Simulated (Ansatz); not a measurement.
Born–Oppenheimer molecular dynamics of ClH3HfO3 (8 atoms, charge 0, multiplicity 1). It starts from a relaxed structure.

All numbers below come from RKS LDA/def2-SVP in Ansatz 0.2.0.

```yaml
ensemble: NVE (velocity Verlet)
time_step: 0.25 fs
steps_asked: 250
starting_velocities_drawn_for: 200 K
seed: 34188
```

First frame:

```xyz
8
Properties=species:S:1:pos:R:3
Hf -0.107 -0.151 0.172
Cl 0.094 0.237 2.497
O 1.636 -0.294 -0.593
H 2.475 -0.386 -1.063
O -1.048 1.306 -0.627
H -1.521 1.994 -1.113
O -1.072 -1.774 -0.111
H -1.548 -2.581 -0.345
```

**Question.** How far do the bonds stretch over the last three quarters of this one trajectory? (Pairs bonded in most of those frames.)

**Answer.** 
```json
{"bond": "Hf1–Cl2", "mean (Å)": "2.365", "spread (Å)": "0.033", "shortest": "2.33", "longest": "2.42"}
{"bond": "Hf1–O3", "mean (Å)": "1.906", "spread (Å)": "0.030", "shortest": "1.86", "longest": "1.95"}
{"bond": "Hf1–O5", "mean (Å)": "1.923", "spread (Å)": "0.024", "shortest": "1.89", "longest": "1.96"}
{"bond": "Hf1–O7", "mean (Å)": "1.908", "spread (Å)": "0.003", "shortest": "1.90", "longest": "1.91"}
{"bond": "O3–H4", "mean (Å)": "0.967", "spread (Å)": "0.003", "shortest": "0.96", "longest": "0.97"}
{"bond": "O5–H6", "mean (Å)": "0.971", "spread (Å)": "0.024", "shortest": "0.94", "longest": "1.00"}
{"bond": "O7–H8", "mean (Å)": "0.967", "spread (Å)": "0.010", "shortest": "0.95", "longest": "0.98"}
```

Mean temperature of the second half: 87 K. The conserved energy stayed within 0.04 meV per atom of its start (net change 0.035 meV per atom), so the integration is sound. Over the second half the temperature averaged 0.44 of the 200 K drawn at the start: a run that starts near a minimum puts about half its kinetic energy into the potential. A run of 0.062 ps of so small a system gives no equilibrium averages.

Run time: 3.3 min on 4 threads of Arm Neoverse V1 (shared host), peak memory 0.15 GiB.
